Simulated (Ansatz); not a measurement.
## B2NH2OF (SMILES OB1NB1F): the energy, rung by rung

The species is B2NH2OF (7 atoms), meant as a singlet with charge 0. As SMILES, `OB1NB1F`. The shape was relaxed beforehand at PBE0/def2-SVP. This is one conformer, not always the lowest.

Quantity: the adiabatic ionisation energy (to the doublet cation, shapes relaxed at PBE0/def2-SVP, no zero-point term), in eV. The values are calculated.

```tsv
level	kind	program	value (eV)	CPU time (all runs)
HF/def2-SVP	Hartree–Fock	Ansatz	7.82	1.4 s
SVWN5/def2-SVP	LDA	Ansatz	8.67	2.2 s
BLYP/def2-SVP	GGA	Ansatz	8.40	4.1 s
r2SCAN/def2-SVP	meta-GGA	Ansatz	8.53	8.2 s
B3LYP/def2-SVP	global hybrid	Ansatz	8.68	5.2 s
CAM-B3LYP/def2-SVP	range-separated hybrid	Ansatz	8.72	5.4 s
RPA@PBE/def2-SVP	RPA	Ansatz	8.71	7.5 s
MP2/def2-SVP	perturbation theory	Ansatz	8.53	1.7 s
```

The values span 7.82 to 8.72 eV. Times are those of the runs behind each value, whatever else they computed, on shared processors of several kinds: orders of magnitude only.
